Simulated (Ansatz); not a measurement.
Reaction (ligand exchange at a Ga–Cl bond): `[Cl][Ga]` + H–F → `[F][Ga]` + HCl

Gas-phase electronic energies from Ansatz, PBE0-D4/def2-TZVP geometries. CCSD(T)/CBS adds triple-zeta CCSD(T) − MP2 to the extrapolated MP2 energy (def2 sets, frozen cores). This one scheme is used for every species. DFT in def2-TZVPP. HSE06 is defined as in plane-wave codes. For Ga outer-core shells are correlated without core-valence functions, which leaves a few kJ/mol of doubt a bond. Scalar relativity is left out up to krypton.

CCSD(T)/CBS gives +24.2 kJ/mol.

Task: Another level gave +27.0 kJ/mol. Which?
A. BLYP/def2-TZVPP
B. r2SCANh-D4/def2-TZVPP
C. HSE06-D4/def2-TZVPP
D. RPA@PBE/def2-TZVPP

Result: C. HSE06-D4 27.0, RPA@PBE/def2-TZVPP 14.9, r2SCANh-D4 21.1, BLYP 10.2 kJ/mol.

Largest T1 diagnostic among the species: 0.016.

From BLYP to BHLYP (50 % exact exchange), in def2-TZVPP and without D4, ΔE moves by +10.5 kJ/mol. The D4 term adds +3.0 kJ/mol with B3LYP and +1.5 kJ/mol with PBE0; it sums over pairs of atoms, weighted by their polarisabilities, and B3LYP, whose exchange is more repulsive, gets the larger term. In def2-TZVPP, CCSD(T) changes the Hartree–Fock value by −5.8 kJ/mol (the triples alone add −0.3 kJ/mol) and MP2 by −3.3 kJ/mol.

B3LYP here is the variant with VWN-RPA as its local correlation; programs differ in this.
